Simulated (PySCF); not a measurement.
Species: CH6AsNSi.
Numbering: `[H]/[N:1]=[CH:2]/[SiH2:3][AsH2:4]` (hydrogens: H5 on N1; H6 on C2; H7, H8 on Si3; H9, H10 on As4)

Method: PBE0-D3(BJ)/def2-SVP geometry optimisation, gas phase in PySCF; density fitting, grid level 1; the optimiser is geomeTRIC in internal coordinates, started from a GFN2-xTB structure with every atom displaced at random (about 0.01 Å).

Step 0: E = -71317.2015 eV
```
atom  x, y, z in Å  |  force x, y, z in eV/Å
N1      1.1347   -1.1464   -0.1237   -1.560   0.954   0.249
C2      1.1394    0.1127   -0.3435    0.011  -0.880   0.171
Si3    -0.4806    1.0800   -0.0057    1.598  -0.006  -0.038
As4    -2.0110   -0.4395    0.7359   -1.845   0.371   0.558
H5      1.9704   -1.6486   -0.3231    1.426  -0.268  -0.345
H6      2.0355    0.6442   -0.7122    0.158   0.130  -0.122
H7     -0.0967    2.1261    0.9792   -0.201   0.132   0.240
H8     -0.7797    1.7818   -1.2577   -0.428   0.224  -0.449
H9     -1.0157   -1.2292    1.4883    0.718  -0.303   0.432
H10    -1.8460   -1.3021   -0.4585    0.123  -0.354  -0.696
```

**Question.** Estimate the geometry and energy of step 1. (The exact step hangs on the optimiser's Hessian estimate; all steps are aligned on step 0, rigid shifts and turns removed.)

**Answer.** E = -71317.4193 eV, largest force 0.365 eV/Å
```
atom  x, y, z in Å  |  force x, y, z in eV/Å
N1      1.2319   -1.1752   -0.1438    0.015  -0.261  -0.014
C2      1.1842    0.0778   -0.3490    0.102  -0.019  -0.020
Si3    -0.4314    1.0396   -0.0043    0.361  -0.036  -0.044
As4    -2.1362   -0.3816    0.7607   -0.107  -0.120   0.024
H5      2.1478   -1.5938   -0.3760   -0.157   0.296   0.051
H6      2.0609    0.6522   -0.7274   -0.069   0.002  -0.008
H7     -0.1134    2.0883    1.0140   -0.050   0.035   0.024
H8     -0.8158    1.7370   -1.2684   -0.080   0.035  -0.019
H9     -1.1062   -1.1936    1.5436   -0.031   0.031  -0.047
H10    -1.9715   -1.2716   -0.4707    0.017   0.037   0.053
```

The energy changes by -0.2178 eV. The first-order estimate −F·Δx gives -0.4018 eV and the mean of the old and new forces, exact on a quadratic surface, -0.2142 eV. The step makes an angle of 72° with the force vector and moves no atom by more than 0.193 Å.

What follows is the cost of the whole optimisation. Hardware: one thread, Arm Neoverse N1 (aarch64), on a shared host. Cost: 84 s, 0.45 GiB resident at most.
